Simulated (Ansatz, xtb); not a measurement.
**Two isomers of C2H10OSi3**

Structure I is `C=C[SiH](O)[SiH2][SiH3]`, a singlet and structure II is `C=C[Si](O)([SiH3])[SiH3]`, a singlet. Both are isolated molecules in the gas phase, relaxed with PBE-D3(BJ)/def2-SVP, each in the lowest conformer that the search found.

I (Å):

```json
{"atom": "C", "x (Å)": "-2.1785", "y (Å)": "1.2144", "z (Å)": "-1.7304"}
{"atom": "C", "x (Å)": "-0.8488", "y (Å)": "1.0645", "z (Å)": "-1.5559"}
{"atom": "O", "x (Å)": "-1.1626", "y (Å)": "1.7053", "z (Å)": "1.2860"}
{"atom": "Si", "x (Å)": "-0.0593", "y (Å)": "1.1013", "z (Å)": "0.1483"}
{"atom": "Si", "x (Å)": "0.2934", "y (Å)": "-1.0961", "z (Å)": "0.9076"}
{"atom": "Si", "x (Å)": "-1.7903", "y (Å)": "-1.7556", "z (Å)": "1.7795"}
{"atom": "H", "x (Å)": "-2.8507", "y (Å)": "1.3810", "z (Å)": "-0.8701"}
{"atom": "H", "x (Å)": "-2.6542", "y (Å)": "1.1763", "z (Å)": "-2.7257"}
{"atom": "H", "x (Å)": "-0.2110", "y (Å)": "0.8889", "z (Å)": "-2.4431"}
{"atom": "H", "x (Å)": "1.2008", "y (Å)": "1.9340", "z (Å)": "0.0910"}
{"atom": "H", "x (Å)": "-1.4479", "y (Å)": "2.6231", "z (Å)": "1.1264"}
{"atom": "H", "x (Å)": "1.3643", "y (Å)": "-1.1885", "z (Å)": "1.9650"}
{"atom": "H", "x (Å)": "0.6903", "y (Å)": "-1.9830", "z (Å)": "-0.2458"}
{"atom": "H", "x (Å)": "-2.8671", "y (Å)": "-1.4415", "z (Å)": "0.7753"}
{"atom": "H", "x (Å)": "-2.0714", "y (Å)": "-1.0057", "z (Å)": "3.0518"}
{"atom": "H", "x (Å)": "-1.8286", "y (Å)": "-3.2336", "z (Å)": "2.0708"}
```

II (Å):

```yaml
atoms:
  - { symbol: C, position_ang: [-0.5308, 1.5528, -1.9666] }
  - { symbol: C, position_ang: [-1.3368, 0.7990, -1.1903] }
  - { symbol: O, position_ang: [0.8298, 0.5808, 0.7840] }
  - { symbol: Si, position_ang: [-0.7468, 0.0537, 0.4323] }
  - { symbol: Si, position_ang: [-0.6410, -2.2904, 0.2576] }
  - { symbol: Si, position_ang: [-2.2619, 0.6686, 2.1406] }
  - { symbol: H, position_ang: [0.5156, 1.7518, -1.6750] }
  - { symbol: H, position_ang: [-0.8708, 1.9945, -2.9192] }
  - { symbol: H, position_ang: [-2.3776, 0.6131, -1.5172] }
  - { symbol: H, position_ang: [0.8766, 1.5094, 1.0747] }
  - { symbol: H, position_ang: [-1.9996, -2.7987, -0.1530] }
  - { symbol: H, position_ang: [0.3633, -2.7094, -0.7831] }
  - { symbol: H, position_ang: [-0.2775, -2.9199, 1.5762] }
  - { symbol: H, position_ang: [-1.9394, -0.0281, 3.4367] }
  - { symbol: H, position_ang: [-3.6719, 0.3117, 1.7440] }
  - { symbol: H, position_ang: [-2.2043, 2.1573, 2.3820] }
```

Task: Estimate E(II) − E(I) at the level CCSD(T)/def2-SVP + ΔMP2/def2-TZVPP.

Result: Calculated at CCSD(T)/def2-SVP + ΔMP2/def2-TZVPP: E(II) − E(I) = +9.0 kJ/mol, so structure I lies lower.

The same difference at several levels:

```tsv
level	geometry	E(II) − E(I) (kJ/mol)	departure from the last row (kJ/mol)	job, with rough time for the two
PBE-D3(BJ)/def2-SVP	PBE-D3(BJ)/def2-SVP	+8.7	−0.4	optimisation, 1.8 min
HF/def2-SVP	PBE-D3(BJ)/def2-SVP	+13.3	+4.2	part of the CCSD(T) run
MP2/def2-SVP	PBE-D3(BJ)/def2-SVP	+13.0	+3.9	part of the CCSD(T) run
CCSD(T)/def2-SVP	PBE-D3(BJ)/def2-SVP	+12.3	+3.3	single point
CCSD(T)/def2-SVP + ΔMP2/def2-TZVPP	PBE-D3(BJ)/def2-SVP	+9.0		single point, 57 s
```

As drawn, both hold the same kinds of bond in the same numbers.

None of the levels shown reverses the order. The largest departure from CCSD(T)/def2-SVP + ΔMP2/def2-TZVPP is that of HF/def2-SVP, 4.2 kJ/mol. Levels run at GFN2-xTB geometries aren't shown. The last row adds to CCSD(T) the change of the MP2 difference between the two basis sets, here −3.3 kJ/mol.

With thermal terms from frequencies at re-optimised GFN2-xTB minima (ideal gas, soft modes damped towards free rotors, one conformer each, 298.15 K, 1 atm): the zero-point term adds −1.6 kJ/mol; ΔH is +8.9 and ΔG +6.0 kJ/mol.

The correlated steps freeze 18 core orbitals. Codes used: Ansatz 0.2.0, xtb 6.7.1; the last row on 2 threads of Intel(R) Xeon(R) Gold 6455B (Sapphire Rapids) on a shared host.
